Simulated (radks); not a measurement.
Values are calculated unless marked as measured or tabulated.
Question: Ionisation of neutral aluminium, [Ne] 3s2 3p1, to Al+, [Ne] 3s2, under several functionals. Scalar-relativistic Kohn-Sham, spin-polarised, spherical densities, finite nucleus; open shells are filled with parallel spins first; a radial shooting solver on a logarithmic mesh with Libxc functionals. Known Delta-SCF values: revPBE 5.944 eV. What does LDA (Slater exchange, Perdew-Wang correlation) give, and what is its highest occupied eigenvalue?

Answer: 5.988 eV by Delta-SCF; the 3p eigenvalue is -3.013 eV. NIST: 5.986 eV (measured).
